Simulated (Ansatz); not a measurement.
```yaml
crystal:
  periodic: [false, false, false]
  atoms:
    - {symbol: Si, position_ang: [-0.337666, 1.079928, -0.237712]}
    - {symbol: Ga, position_ang: [0.345496, -1.165362, 0.239852]}
    - {symbol: Cl, position_ang: [2.044404, -1.611095, 1.467338]}
    - {symbol: Cl, position_ang: [-0.654390, -2.911240, -0.493492]}
    - {symbol: H, position_ang: [-0.686691, 1.744400, 1.043782]}
    - {symbol: H, position_ang: [-1.510534, 1.071246, -1.145687]}
    - {symbol: H, position_ang: [0.799381, 1.792122, -0.874071]}
basis:
  gaussian: {orbitals: cc-pVTZ}
total_charge: -1
magnetization: {spin_polarized: true, initial_magnetization: 1}
hamiltonian: {xc: {name: HF}}
correlation: {active_space: {window: {electrons: 2, orbitals: 1}}}
accuracy: high
```

```sh
$ ansatz run in.yaml --threads 2 --pin off --events-out ev --progress --plain --max-ram 22528MiB --backend cpu
```

(1) How does Ansatz answer? (Estimate.)

## Answers

(1) Computed: The program refused the input.
```
Error: invalid value for `correlation.active_space`: it starts from restricted Hartree–Fock orbitals; set hamiltonian.xc: hf without magnetization.spin_polarized
```
